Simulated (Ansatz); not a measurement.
A single point on `C/C=C1\N[SiH2]O1`.

```yaml
crystal:
  periodic: [false, false, false]
  atoms:
    - {symbol: C, position_ang: [-0.268500, -1.879189, 1.057092]}
    - {symbol: C, position_ang: [0.356877, -0.526717, 1.115991]}
    - {symbol: C, position_ang: [0.296651, 0.362412, 0.134356]}
    - {symbol: N, position_ang: [-0.310159, 0.347863, -1.134143]}
    - {symbol: Si, position_ang: [0.192878, 1.981744, -1.336515]}
    - {symbol: O, position_ang: [0.888337, 1.621861, 0.148591]}
    - {symbol: H, position_ang: [0.458906, -2.665749, 1.280598]}
    - {symbol: H, position_ang: [-0.675726, -2.096591, 0.066446]}
    - {symbol: H, position_ang: [-1.086162, -1.988119, 1.777958]}
    - {symbol: H, position_ang: [0.899924, -0.227543, 2.004265]}
    - {symbol: H, position_ang: [-1.048553, -0.283861, -1.378728]}
    - {symbol: H, position_ang: [1.160700, 2.276230, -2.419076]}
    - {symbol: H, position_ang: [-0.844775, 3.042958, -1.302235]}
basis:
  gaussian: {orbitals: def2-TZVPP}
hamiltonian: {xc: pbe}
correlation: {method: rpa}
```

```sh
$ ansatz run in.yaml --threads 4 --pin off --events-out ev --progress --plain --max-ram 10444MiB
```

Shortened log:

```
Functional definition: PBE
1755 factors; integrals over basis functions are off by at most 1.2e-3 eV
mean field evaluation 1: about -14612.9550 eV, gradient 9.2e1 eV
mean field evaluation 2: about -14612.9422 eV, gradient 9.2e1 eV
mean field evaluation 4: about -14626.8820 eV, gradient 3.7e1 eV
mean field evaluation 8: about -14630.7592 eV, gradient 1.2e0 eV
mean field evaluation 16: about -14630.7615 eV, gradient 3.2e-4 eV
mean field -14630.76148063 eV, -537.6705673269 hartree, gradient 5.6e-6 eV, S^2 0.000000; 0 other end points of the search recorded, 0 dependent functions left out
10 core orbitals not correlated: weight in the atoms' cores, before any rotation towards them, 1.000 or more for the frozen orbitals, at most 0.000 for the correlated occupied ones
reference -14584.88477289 eV, -535.9846294138 hartree; 17, 17 occupied and 268, 268 virtual orbitals, 1755 factors
Total energy: -14630.95576828 eV, -537.6777072661 hartree
```

Hardware: 4 threads of an Arm Neoverse V1 on a shared host. Wall time 8.5 s, peak host memory 0.85 GiB.
